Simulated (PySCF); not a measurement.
From computed data to an observable: entropy of an ideal gas

Sb(H)2(TeH) (H3SbTe), SMILES [SbH2][TeH].

Coordinates come from a PBE0-D3(BJ)/def2-TZVP optimisation. The def2 effective core potentials stand for the cores of Sb, Te; spin–orbit coupling is left out.

PBE0-D3(BJ)/def2-TZVP (PySCF 2.14.0) gives the harmonic wavenumbers 119, 191, 490, 562, 646, 850, 1959, 1961, 2153 cm⁻¹ and the rotational temperatures 2.8335, 0.0501, 0.0498 K. The molar mass is 252.38 g/mol, the symmetry number 1, the spin multiplicity 1.

Work out the entropy at 298.15 K and 1 atm in the rigid-rotor, harmonic-oscillator model.


Translation (Sackur–Tetrode at 1 atm): S = R[1.5 ln M + 2.5 ln T − 1.16487] = 177.7 J/(mol K).
Rotation: q = (√π/σ) T^1.5/√(θA θB θC) = 109000, S = R[ln q + 3/2] = 108.9 J/(mol K).
Vibration: with u = 1.4388 ν/T, each mode gives R[u/(e^u − 1) − ln(1 − e^−u)]:
```json
[
 {"ν (cm⁻¹)": "119", "modes": "1", "u": "0.57", "S (J/(mol K))": "13.04"},
 {"ν (cm⁻¹)": "191", "modes": "1", "u": "0.92", "S (J/(mol K))": "9.28"},
 {"ν (cm⁻¹)": "490", "modes": "1", "u": "2.36", "S (J/(mol K))": "2.86"},
 {"ν (cm⁻¹)": "562", "modes": "1", "u": "2.71", "S (J/(mol K))": "2.18"},
 {"ν (cm⁻¹)": "646", "modes": "1", "u": "3.12", "S (J/(mol K))": "1.58"},
 {"ν (cm⁻¹)": "850", "modes": "1", "u": "4.10", "S (J/(mol K))": "0.71"},
 {"ν (cm⁻¹)": "1959", "modes": "1", "u": "9.45", "S (J/(mol K))": "0.01"},
 {"ν (cm⁻¹)": "1961", "modes": "1", "u": "9.46", "S (J/(mol K))": "0.01"}
]
```
The stiffer modes add less than 0.005 each. Sum 29.7 J/(mol K).
Spin: R ln 1 = 0.0 J/(mol K).
Total 316.3 J/(mol K); the program's own thermochemistry gives 316.2. Translation makes up 56 % and vibration 9 %. Anharmonicity, hindered rotation and orbital degeneracy are left out.
